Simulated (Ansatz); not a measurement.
Mulliken charges of `Cl[SiH][NH][GeH2][Cl]` radical from B3LYP/def2-TZVPP in Ansatz (PBE0-D4/def2-TZVP geometry).

```
atom   x (Å)   y (Å)   z (Å)  charge (e)
 Cl1  -2.582   0.509   0.244      -0.239
 Si2  -1.338  -1.040   0.803       0.362
  N3   0.274  -0.620   0.388      -0.350
 Ge4   0.872   0.440  -0.977       0.407
 Cl5   1.074   2.469  -0.278      -0.310
  H6  -1.414  -1.218   2.286      -0.055
  H7   0.995  -0.959   1.010       0.132
  H8   2.278  -0.021  -1.374       0.016
  H9  -0.159   0.441  -2.103       0.037
```

Task: By hand: the dipole of these point charges (1 e Å = 4.8032 D).

Result: Σ q r = (0.298, -0.911, -0.307) e Å, of length 1.006 e Å = 4.83 D.

Task: How does the dipole of the full density compare? (Estimate.)

Result: Computed: (0.328, -0.503, -0.033) e Å, 2.89 D; the point charges give 1.67 times that, at 21° from its direction.

Point charges leave out the atoms' own dipoles, such as those of lone pairs, and Mulliken's split depends on the basis, so the two needn't agree.

B3LYP here is the variant with VWN-RPA as its local correlation; programs differ in this.
